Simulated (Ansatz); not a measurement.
CH3ClMoOS (`[CH3][Mo](=[O])(=[S])[Cl]`). Total charge 0; spin multiplicity 1. Mo: def2 effective core potential. All single points use the PBE0-D4/def2-TZVP geometry.

```xyz
8

C    -0.897    0.614   -0.300
Mo    0.791   -0.452    0.303
O     1.672    0.633    1.203
S     1.818   -0.867   -1.479
Cl    0.198   -2.295    1.440
H    -1.504   -0.029   -0.944
H    -0.634    1.527   -0.836
H    -1.445    0.871    0.613
```

(1) What is the dipole moment at ωB97M-V/def2-TZVPP? (An estimate is asked.)

(2) And with PBE, r2SCAN, B3LYP? (Best estimate.)

(3) Give the Mulliken charges with ωB97M-V, r2SCAN, PBE in def2-TZVPP. (Best estimate.)

## Answers

(1) Ansatz gave: 2.20 D, with components (-2.12, 0.38, -0.48) D in this frame, pointing from negative to positive charge.

(2) The calculation gave: PBE 2.13 D, r2SCAN 2.27 D, B3LYP 2.23 D.

(3) The calculation gave: 
```tsv
atom	ωB97M-V	r2SCAN	PBE
C1	-0.45	-0.33	-0.42
Mo2	0.93	1.08	1.00
O3	-0.45	-0.46	-0.41
S4	-0.24	-0.32	-0.30
Cl5	-0.25	-0.29	-0.26
H6	0.15	0.10	0.13
H7	0.15	0.11	0.13
H8	0.15	0.11	0.13
```

B3LYP here is the variant with VWN-RPA as its local correlation; programs differ in this.
